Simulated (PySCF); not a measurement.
Start geometry of `C1([SiH2]C=CC=1)F` from a GFN2-xTB structure with every atom displaced at random (by about 0.01 Å) (Å):
```
atom  x, y, z in Å
F1    -2.092    1.479   -0.348
C2    -1.001    0.769   -0.165
C3     0.160    1.330    0.132
C4     1.299    0.382    0.303
C5     0.969   -0.924    0.130
Si6   -0.858   -1.116   -0.280
H7     0.353    2.390    0.259
H8     2.267    0.754    0.547
H9     1.715   -1.683    0.264
H10   -1.646   -1.795    0.762
H11   -1.127   -1.611   -1.621
```

Task: What comes out of this run: PBE0-D3(BJ)/def2-SVP geometry optimisation, gas phase in PySCF 2.14.0?

Result: 
```
atom  x, y, z in Å
F1    -2.1852    1.6298   -0.2775
C2    -1.0674    0.9432   -0.0747
C3     0.1132    1.5137    0.2266
C4     1.2255    0.5606    0.4075
C5     0.9775   -0.7603    0.2578
Si6   -0.8338   -0.9369   -0.1568
H7     0.2510    2.5934    0.3313
H8     2.2177    0.9523    0.6580
H9     1.7540   -1.5168    0.3806
H10   -1.6537   -1.6633    0.8572
H11   -1.1294   -1.4896   -1.5117
```

The energy falls by 0.150 eV over 7 energy and gradient evaluations, the largest force component goes from 0.0468 to 1.0e-04 Eh/bohr, and the atoms move by 0.035 Å rms after alignment. The bond that changes most is Si6–H11 (SiH2 silicon to Si–H hydrogen), which lengthens by 0.039 Å. Bonds longer at the end by more than 0.005 Å: 7 of 11; shorter: 3. Among the angles that change most is C3–C4–C5, from 114.3° to 118.6°. Rotational constants go from 4664, 2916, 1834 to 4822, 2819, 1817 MHz. The orientation of the end geometry is arbitrary; only internal coordinates are fixed.

The run used 113 basis functions and 45 SCF cycles in all.

No frequency check.
